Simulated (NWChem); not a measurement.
Molecule: C4H4F2; SMILES C=C/C(F)=C/F

```xyz
10

C     -0.0470     2.4677     0.0000
C     -0.6922     1.2804     0.0000
C     -0.0212    -0.0056     0.0000
F      1.3252     0.0109     0.0000
C     -0.6723    -1.1958     0.0000
F     -0.0241    -2.3641     0.0000
H      1.0523     2.5137     0.0000
H     -0.6026     3.4161     0.0000
H     -1.7941     1.2405     0.0000
H     -1.7703    -1.2730     0.0000
```
Atoms are numbered in this order, from 1.

All runs: NWChem. Structure relaxed at the PBE-D3(BJ)/def2-SVP level.

For level PBE0/cc-pVDZ:

- highest occupied level (eV) = -6.62

### Question
What are these values for level PBE0/cc-pVTZ?

### Answer
| Quantity | Result |
|---|---|
| highest occupied level (eV) | -6.78 |
